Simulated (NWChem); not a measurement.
CH5AlClN; SMILES [CH3][Al]([NH2])[Cl]

```xyz
9

Al    -0.0429    -0.3983    -0.0002
Cl     0.1146     1.7249     0.0001
C      1.5542    -1.5191     0.0003
H      2.1679    -1.3294    -0.9050
H      1.3113    -2.6008     0.0287
H      2.1959    -1.2882     0.8761
N     -1.6998    -1.0437     0.0007
H     -1.9457    -2.0358    -0.0056
H     -2.5469    -0.4715    -0.0001
```
Atoms are numbered in this order, from 1.

Computed with NWChem. All runs use the structure optimised with PBE-D3(BJ)/def2-SVP. Total energies of different functionals are on different scales.

| level | energy (Ha) | highest occupied level (eV) | orbital gap (eV) | dipole (D) |
|---|---|---|---|---|
| B3LYP/def2-TZVP | -798.7260 | ___ | ___ | 2.37 |
| PBE/def2-TZVP | -798.2281 | -6.15 | 5.26 | 2.36 |
| BLYP/def2-TZVP | -798.6385 | -6.02 | 5.16 | 2.34 |
| PW6B95/def2-TZVP | -799.3833 | -7.66 | 7.51 | 2.37 |
| HCTH/407/def2-TZVP | -798.7622 | -6.27 | 5.20 | 2.37 |
| LC-BLYP (range parameter 0.33 per bohr)/def2-TZVP | -798.0101 | -10.01 | 11.48 | 2.42 |
| OLYP/def2-TZVP | -798.6540 | -5.95 | 5.20 | 2.34 |

**Question.** Some entries are withheld; supply them.

**Answer.** 
- B3LYP/def2-TZVP, highest occupied level (eV): -7.30
- B3LYP/def2-TZVP, orbital gap (eV): 6.91
